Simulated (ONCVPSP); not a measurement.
An all-electron radial function and its pseudo partner (Sc)

Columns: radius, all-electron u(r) and pseudo u(r) of the 3s shell (level -70.16 eV) of scandium in the configuration [Ne] 3s2 3p6 3d1; LDA (Perdew-Wang 92), scalar-relativistic, ONCV scheme, ONCVPSP 4.0.1.

```
r (bohr)  all-electron  pseudo
   0.085        0.0813  0.0625
   0.170       -0.4417  0.1361
   0.255       -0.5507  0.2289
   0.340       -0.3401  0.3433
   0.425        0.0012  0.4758
   0.510        0.3475  0.6168
   0.595        0.6374  0.7541
   0.680        0.8500  0.8744
   0.765        0.9856  0.9668
   0.850        1.0553  1.0249
   0.935        1.0728  1.0467
   1.020        1.0518  1.0349
   1.105        1.0043  0.9956
   1.190        0.9400  0.9365
   1.275        0.8662  0.8652
   1.360        0.7885  0.7883
   1.445        0.7106  0.7105
   1.530        0.6351  0.6350
   1.615        0.5637  0.5637
   1.700        0.4975  0.4974
   1.785        0.4368  0.4368
   1.870        0.3819  0.3819
   1.955        0.3326  0.3326
   2.040        0.2887  0.2887
   2.125        0.2499  0.2499
   2.210        0.2157  0.2157
```

How many radial nodes do the two functions have?

The all-electron 3s function has n − l − 1 = 2; the pseudo-wave has 0, since the states of the same l below it are removed with the core.

At about which radius was the pseudo-wave matched?

1.65 bohr. The columns agree to 0.0005 from 1.36 bohr on; several derivatives are matched, so the curves merge somewhat inside the radius.

Where does each function peak?

Outermost all-electron maximum near 0.94 bohr, pseudo maximum near 0.94 bohr (to the table’s step).

Is the pseudo-wave norm-conserving?

Yes: the ONCV scheme keeps the norm inside the radius equal to the all-electron one, which fixes the energy derivative of the logarithmic derivative at the level.
